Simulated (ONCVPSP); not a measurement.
Reading a pseudo-wave (Rb)

Columns: radius, all-electron u(r) and pseudo u(r) of the 4s shell (level -31.89 eV) of rubidium in the configuration [Ar] 3d10 4s2 4p6 5s1; PBE, scalar-relativistic, ONCV scheme, ONCVPSP 4.0.1.

```csv
r (bohr),all-electron,pseudo
0.128,0.2975,0.0708
0.255,-0.2120,0.1509
0.382,-0.4813,0.2473
0.510,-0.2993,0.3618
0.638,0.0602,0.4880
0.765,0.4066,0.6143
0.893,0.6719,0.7296
1.020,0.8396,0.8201
1.148,0.9251,0.8785
1.275,0.9457,0.9004
1.402,0.9210,0.8883
1.530,0.8665,0.8474
1.658,0.7950,0.7859
1.785,0.7164,0.7130
1.912,0.6363,0.6354
2.040,0.5582,0.5581
2.168,0.4853,0.4853
2.295,0.4193,0.4193
2.422,0.3601,0.3601
2.550,0.3074,0.3074
2.678,0.2614,0.2614
2.805,0.2218,0.2218
2.932,0.1876,0.1876
3.060,0.1582,0.1582
3.188,0.1330,0.1330
3.315,0.1119,0.1118
```

(1) How many radial nodes do the two functions have?

(2) At about which radius was the pseudo-wave matched?

(3) Is the pseudo-wave norm-conserving?

Results:

(1) The all-electron 4s function has n − l − 1 = 3 (the table is too coarse to show those close to the nucleus); the pseudo-wave has 0, since the states of the same l below it are removed with the core.

(2) 2.20 bohr. The columns agree to 0.0005 from 2.04 bohr on; several derivatives are matched, so the curves merge somewhat inside the radius.

(3) Yes: the ONCV scheme keeps the norm inside the radius equal to the all-electron one, which fixes the energy derivative of the logarithmic derivative at the level.
